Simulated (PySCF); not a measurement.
BH3O, SMILES BO.

The structure is a stationary point at PBE0-D3(BJ)/def2-TZVP.

Level of theory: TDDFT-PBE0/def2-TZVPD run with PySCF.

Vertical excitations. Isolated molecule, no solvent. State labels are in the subgroup Cs.

Question: Estimate the UV-visible absorptions. (Estimate from the structure and the level; the computed values follow.)

Answer: 
```json
[
 {"state": "S1", "symmetry": "A\"", "energy (eV)": "6.44", "λ (nm)": "193", "f": "0.000", "main pairs": "HOMO→LUMO 99 %"},
 {"state": "S2", "symmetry": "A'", "energy (eV)": "7.62", "λ (nm)": "163", "f": "0.005", "main pairs": "HOMO→LUMO+1 98 %"},
 {"state": "S3", "symmetry": "A'", "energy (eV)": "8.80", "λ (nm)": "141", "f": "0.066", "main pairs": "HOMO→LUMO+2 96 %"},
 {"state": "S4", "symmetry": "A\"", "energy (eV)": "9.00", "λ (nm)": "138", "f": "0.012", "main pairs": "HOMO−2→LUMO 93 %"},
 {"state": "S5", "symmetry": "A\"", "energy (eV)": "9.22", "λ (nm)": "135", "f": "0.049", "main pairs": "HOMO−1→LUMO+1 91 %"},
 {"state": "S6", "symmetry": "A'", "energy (eV)": "9.24", "λ (nm)": "134", "f": "0.133", "main pairs": "HOMO−1→LUMO 72 %, HOMO→LUMO+3 22 %"},
 {"state": "S7", "symmetry": "A'", "energy (eV)": "9.55", "λ (nm)": "130", "f": "0.009", "main pairs": "HOMO→LUMO+3 74 %, HOMO−1→LUMO 19 %"},
 {"state": "S8", "symmetry": "A\"", "energy (eV)": "9.92", "λ (nm)": "125", "f": "0.004", "main pairs": "HOMO→LUMO+4 98 %"},
 {"state": "S9", "symmetry": "A'", "energy (eV)": "10.09", "λ (nm)": "123", "f": "0.068", "main pairs": "HOMO→LUMO+5 80 %, HOMO−2→LUMO+1 14 %"},
 {"state": "S10", "symmetry": "A'", "energy (eV)": "10.21", "λ (nm)": "121", "f": "0.057", "main pairs": "HOMO−2→LUMO+1 75 %, HOMO→LUMO+5 15 %"},
 {"state": "T1", "symmetry": "A\"", "energy (eV)": "5.74", "λ (nm)": "216", "f": "0", "main pairs": "HOMO→LUMO 97 %"},
 {"state": "T2", "symmetry": "A'", "energy (eV)": "7.33", "λ (nm)": "169", "f": "0", "main pairs": "HOMO−1→LUMO 95 %"},
 {"state": "T3", "symmetry": "A'", "energy (eV)": "7.39", "λ (nm)": "168", "f": "0", "main pairs": "HOMO→LUMO+1 94 %"},
 {"state": "T4", "symmetry": "A\"", "energy (eV)": "8.06", "λ (nm)": "154", "f": "0", "main pairs": "HOMO−2→LUMO 92 %"}
]
```
Triplets are in the Tamm–Dancoff approximation, which puts them higher than full response would, so one can lie above its singlet here.
